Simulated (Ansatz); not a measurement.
`NCB[TeH]` → B• + C• + 6 H• + N• + Te•  (atomization)

Calculated with Ansatz (gas phase, PBE0-D4/def2-TZVP geometries, no zero-point term in ΔE). CBS: MP2 limit from def2 TZ/QZ plus the TZ coupled-cluster correction, frozen cores. This one scheme is used for every species, atoms too. Functionals use def2-TZVPP. Open shells (•) are unrestricted, without spin–orbit coupling. Spin–orbit coupling would lower the free atoms: a little for B, C; strongly for Te. Elements past krypton have def2 core potentials. Bonds to Te are less sure, by a few kJ/mol each and by 10 to 20 or more in all where they break to atoms, as the def2 sets lack core-valence functions. One conformer a species, not always the lowest.

`NCB[TeH]`:

Z-matrix (Å, degrees):
```
C
B 1 1.560
N 1 1.457 2 113.7
H 1 1.109 2 105.0 3 -125.5
H 1 1.096 2 110.0 3 122.7
Te 2 2.119 1 124.1 3 -164.7
H 2 1.197 1 122.3 3 18.6
H 3 1.012 1 111.3 2 -168.5
H 3 1.012 1 110.8 2 -49.1
H 6 1.661 2 95.9 1 3.3
```

```json
{"level": "r2SCAN-D4", "ΔE (kJ/mol)": "3349.6"}
{"level": "PBE", "ΔE (kJ/mol)": "3406.7"}
{"level": "PBE0", "ΔE (kJ/mol)": "3348.5"}
{"level": "SCS-MP2/def2-QZVPP", "ΔE (kJ/mol)": "3348.0"}
```

Task: What does CCSD(T)/CBS give? (Estimate.)

Result: Ansatz gave: +3351.5 kJ/mol. The listed levels differ from it by -1.9, 55.2, -3.0, -3.5 kJ/mol.

Largest T1 diagnostic among the species: 0.014.

The D4 term adds +30.9 kJ/mol with B3LYP and +16.2 kJ/mol with PBE0; it sums over pairs of atoms, weighted by their polarisabilities, and B3LYP, whose exchange is more repulsive, gets the larger term. In def2-TZVPP, CCSD(T) changes the Hartree–Fock value by +875.9 kJ/mol (the triples alone add +52.5 kJ/mol) and MP2 by +905.8 kJ/mol; breaking electron pairs costs correlation energy, which Hartree–Fock lacks.

B3LYP here is the variant with VWN-RPA as its local correlation; programs differ in this.

For atomizations the MP2-based limit and the directly extrapolated one differ by several kJ/mol either way, and by 10 to 25 for some Ge, Se and Sn compounds, so smaller differences from it don't rank the levels.
